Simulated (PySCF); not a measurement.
Ionisation energy of Cd⁺ by level of theory

Cd⁺ [Kr] 4d10 5s1 (2S) → Cd²⁺ [Kr] 4d10 (1S), as a difference of total energies. Calculation: PySCF 2.14, in x2c-QZVPPall with one added diffuse shell each of s, p, d, f, g type (14s9p8d5f3g, 143 functions); the spin-free X2C one-electron Hamiltonian (Gaussian nucleus). Correlated levels: valence: [Kr] frozen; valence and next inner shell: [Ar] 3d10 frozen. The calculations carry no spin-orbit coupling.

```csv
method,ionisation energy (eV)
UHF,15.572
LDA,17.712
PBE,17.342
PBE0,17.011
r2SCAN,17.106
MP2 (valence),16.857
SCS-MP2 (valence),16.658
MP2 (valence and next inner shell),16.999
SCS-MP2 (valence and next inner shell),16.755
```

**Question.** Which method comes closest to the reference value, and which is furthest?

**Answer.** The reference is 16.908 eV (measured; NIST Atomic Spectra Database, ionization energies). Closest: MP2 (valence) (error -0.051 eV); furthest: UHF (error -1.336 eV).
